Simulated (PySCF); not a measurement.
hexa-1,5-diene (C6H10), SMILES C=CCCC=C.

Coordinates come from a B3LYP-D3(BJ)/def2-SVP optimisation. One conformer was computed; it need not be the lowest.

Calculation: ωB97X/def2-TZVP in PySCF.

Gas-phase values at a fixed geometry.

Computed frontier levels, gap, dipole moment and polarisability:
* **highest occupied level**: -9.67 eV
* **lowest empty level**: 2.37 eV
* **orbital gap**: 12.04 eV
* **dipole moment**: 0.55 D
* **quadrupole, principal values (traceless, Buckingham form, about the centre of nuclear charge)**: -2.61, 0.10, 2.51 D·Å
* **mean static polarisability**: 72.6 bohr³ (10.76 Å³)
* **polarisability, principal values**: 56.9, 71.6, 89.3 bohr³
